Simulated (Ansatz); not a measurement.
BFH4O2Si can be A, `BO[SiH](O)F`, or B, `O[SiH2]B(O)F`.

Calculated with Ansatz (gas phase, PBE0-D4/def2-TZVP geometries, no zero-point term in ΔE). CCSD(T)/CBS is the MP2 limit (def2-TZVPP, def2-QZVPP) plus CCSD(T) − MP2 in def2-TZVPP, frozen cores. Functionals use def2-TZVPP. B3LYP here is the variant with VWN-RPA as its local correlation; programs differ in this. Each species was taken in one conformer, which may not be the lowest.

A:

```xyz
9

B    -0.4577    1.4254    1.1516
O     0.1370    0.8723    0.0724
Si    0.0122   -0.5874   -0.6446
O     1.4778   -1.2679   -0.5340
F    -0.3715   -0.3509   -2.1658
H    -0.1561    2.5459    1.4452
H    -1.2633    0.7945    1.7833
H    -1.0610   -1.3952   -0.0410
H     1.6825   -2.0367   -1.0670
```

B:

```xyz
9

O    -1.188   -1.307   -1.234
Si   -0.285    0.061   -1.021
B     0.447    0.162    0.876
O     1.417    1.033    1.213
F    -0.055   -0.642    1.827
H    -1.722   -1.597   -0.493
H     0.807    0.004   -2.024
H    -1.087    1.291   -1.289
H     1.666    0.995    2.144
```

(1) Which isomer does CCSD(T)/CBS put lower? Give the gap. (Best estimate.)

(2) Give E(B) − E(A) in kJ/mol with PBE0-D4, ωB97M-V, B2PLYP, PBE-D4, HF/def2-TZVPP, B3LYP, CCSD(T)/def2-TZVPP. (Best estimate.)

(3) Does the order hold for the free energy at 298.15 K (harmonic terms from PBE0-D4)? (Best estimate.)

Largest T1 diagnostic: 0.013.

Results:

(1) The calculation gave: A, by 145.1 kJ/mol.

(2) The calculation gave: PBE0-D4 121.1, ωB97M-V 140.1, B2PLYP 143.0, PBE-D4 108.8, HF/def2-TZVPP 165.4, B3LYP 135.5, CCSD(T)/def2-TZVPP 140.4. None reverses the order clearly.

(3) Ansatz gave: Yes: G(B) − G(A) = +146.8 kJ/mol, for one conformer each. Modes under 60 cm⁻¹, often nearly free rotors, make the harmonic entropy too high.

At CCSD(T), def2-SVP lies −43.9 kJ/mol from the extrapolated value and def2-TZVPP −4.7 kJ/mol. In def2-TZVPP, CCSD(T) changes the Hartree–Fock value by −25.0 kJ/mol (the triples alone add −3.8 kJ/mol) and MP2 by −15.7 kJ/mol.
